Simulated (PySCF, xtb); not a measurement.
B(H)2(OEt) (C2H7BO), SMILES CCOB. One conformer was computed; it need not be the lowest.

Harmonic wavenumbers (cm⁻¹) from GFN2-xTB (xtb) at its own minimum, in rising order: 63, 205, 333, 389, 520, 835, 863, 892, 970, 1054, 1099, 1158, 1184, 1253, 1328, 1371, 1401, 1473, 1479, 1495, 2517, 2635, 2895, 2923, 3040, 3046, 3049.

Task: What does PBE-D3(BJ)/def2-SVP (PySCF) give at its own minimum? (The exact figures need the calculation; the answer reports its results.)

Result: 73, 240, 332, 391, 486, 791, 827, 971, 1003, 1018, 1085, 1136, 1176, 1255, 1319, 1349, 1394, 1406, 1423, 1443, 2469, 2584, 2956, 2979, 3017, 3074, 3078. Paired by order, the mean absolute difference is 32 cm⁻¹ and the zero-point energies are 56.4 and 56.1 kcal/mol.
